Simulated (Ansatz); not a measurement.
System: sulfur difluoride, SF2 (charge 0, singlet). 
Geometry from a B3LYP-D3(BJ)/def2-TZVP (Ansatz, a first-principles code) optimisation:
```xyz
3

F     -1.2130    -0.5047     0.0161
S     -0.0057     0.5532     0.0075
F      1.2232    -0.4788    -0.0294
```
Charge 0, spin multiplicity 1.

Wanted: vertical ionisation energy (to the doublet state of charge +1; each state is the SCF solution reached for its spin), in eV. Cores are frozen in the correlated levels unless marked. Open shells are spin-unrestricted. No spin-orbit coupling. No relativistic terms. CBS(X,Y): correlation extrapolated as X^-3; Hartree-Fock from the larger set. [CCSD(T)-MP2]/basis is that difference in the basis named.

| level | program | vertical ionisation energy (eV) |
|---|---|---|
| r2SCAN/def2-TZVPD | Ansatz | 10.04 |
| B3LYP/def2-TZVPD | Ansatz | 10.30 |

Problem. Estimate the value at RI-MP2/CBS(aug-cc-pV(T+d)Z,aug-cc-pV(Q+d)Z)+[CCSD(T)-MP2]/aug-cc-pV(T+d)Z as computed with Ansatz.

Solution. 10.46 eV
